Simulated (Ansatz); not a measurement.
Born–Oppenheimer molecular dynamics of C$_{2}$H$_{7}$BO$_{2}$Si (13 atoms, charge 0, multiplicity 1). It starts from a relaxed structure.

Theory: Ansatz, RKS BHLYP-D4/STO-3G.

```yaml
ensemble: NVT, Langevin thermostat
time_step: 1 fs
steps_asked: 204
set_temperature: 500 K
friction: 0.01 /fs
masses: H 2.014 u
seed: 557499
```

First frame:

```xyz
13
Properties=species:S:1:pos:R:3
B -1.754 0.966 -0.147
C -0.462 0.601 -0.844
O -0.241 1.056 -2.162
C 0.513 -0.158 -0.252
O 1.625 -0.368 -1.089
Si 0.458 -0.875 1.473
H -2.561 1.614 -0.677
H -1.943 0.592 0.938
H 0.673 0.676 -2.368
H 2.279 -0.926 -0.569
H 1.695 -1.579 1.641
H -0.630 -1.794 1.613
H 0.367 0.160 2.457
```

Q: How far do the bonds stretch over the last three quarters of this one trajectory? (Pairs bonded in most of those frames.)

A: 
| bond | mean (Å) | spread (Å) | shortest | longest |
| --- | --- | --- | --- | --- |
| B1–C2 | 1.526 | 0.050 | 1.43 | 1.66 |
| B1–H7 | 1.167 | 0.018 | 1.12 | 1.23 |
| B1–H8 | 1.166 | 0.028 | 1.11 | 1.23 |
| C2–O3 | 1.420 | 0.032 | 1.36 | 1.49 |
| C2–C4 | 1.372 | 0.023 | 1.33 | 1.42 |
| O3–H9 | 1.017 | 0.031 | 0.96 | 1.08 |
| C4–O5 | 1.412 | 0.027 | 1.36 | 1.47 |
| C4–Si6 | 1.877 | 0.036 | 1.80 | 1.94 |
| O5–H10 | 1.007 | 0.009 | 0.98 | 1.03 |
| Si6–H11 | 1.439 | 0.024 | 1.39 | 1.49 |
| Si6–H12 | 1.434 | 0.037 | 1.35 | 1.53 |
| Si6–H13 | 1.441 | 0.060 | 1.34 | 1.54 |

Mean temperature of the second half: 460 K. A run of 0.2 ps of so small a system gives no equilibrium averages. Limits of this set-up: minimal basis.

Time of the run: 17 min on 1 thread of Arm Neoverse N1 (shared host), peak memory 0.12 GiB.
